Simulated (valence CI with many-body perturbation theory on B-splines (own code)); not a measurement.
Values are calculated unless marked as measured or tabulated.
## Se28+: what the settings do

Method: configuration interaction combined with many-body perturbation theory (CI+MBPT): four valence electrons over a frozen Dirac-Fock core [He], radial functions for each j: 6 s, 6 p, 5 d, 3 f, 1 g, with the one-electron correlation potential Σ1 (screened to all orders), the two-electron term Σ2, the three-electron term Σ3, Breit, model QED; selected single and double excitations, second order for the rest, scaled by the run's own slope (own B-spline code, finite nucleus).

No measured spectrum was set against this ion. As an estimate, large intervals hold to a few tenths of a per cent, small ones and those within an open d or f shell to about a per cent.

The reference run has the lowest level (2s^2 2p1/2^2) J=0 and an ionisation energy of 3150.85 eV. Its largest variational space holds 11506 state functions.

Levels are named by their leading jj configuration (3d3/2^4 stands for four electrons in 3d with j = 3/2), which in mixed levels can hold well under half, so a name can repeat and another be missing. Letters in brackets count levels of one name in rising energy.

| Level | Reference (cm⁻¹) | Shift (cm⁻¹) |
| --- | --- | --- |
| (2s^2 2p1/2 2p3/2) J=1 | 298574 | +2866 |
| (2s^2 2p1/2 2p3/2) J=2 | 373910 | +2863 |
| (2s^2 2p3/2^2) J=2 | 729298 | +2600 |
| (2s^2 2p3/2^2) J=0 | 908676 | -460 |
| (2s 2p1/2^2 2p3/2) J=2 | 996754 | +2951 |
| (2s 2p1/2^2 2p3/2) J=1 | 1342870 | +3323 |
| (2s 2p1/2 2p3/2^2) J=2 [a] | 1413520 | +3785 |
| (2s 2p1/2 2p3/2^2) J=3 | 1519850 | +3759 |
| (2s 2p1/2 2p3/2^2) J=0 | 1677980 | +1227 |
| (2s 2p1/2 2p3/2^2) J=1 [a] | 1714520 | +3026 |
| (2s 2p1/2 2p3/2^2) J=2 [b] | 1771020 | +4399 |
| (2s 2p1/2 2p3/2^2) J=1 [b] | 1873690 | +3558 |

The ionisation energy moves by -0.36 eV.

Which of these changes was made?
A. averaging of valence orbitals over low configurations on → off; scale of Σ1 1 → 0; scale of Σ2 1 → 0; three-electron term on → off
B. cutoff of virtual states (hartree) 2312 → 56.89
C. scale of Σ1 1 → 0; scale of Σ2 1 → 0; three-electron term on → off
D. size limit of the variational space 10000 → 1500; second order for the rest on → off; scale of Σ1 1 → 0

D. size limit of the variational space 10000 → 1500; second order for the rest on → off; scale of Σ1 1 → 0.
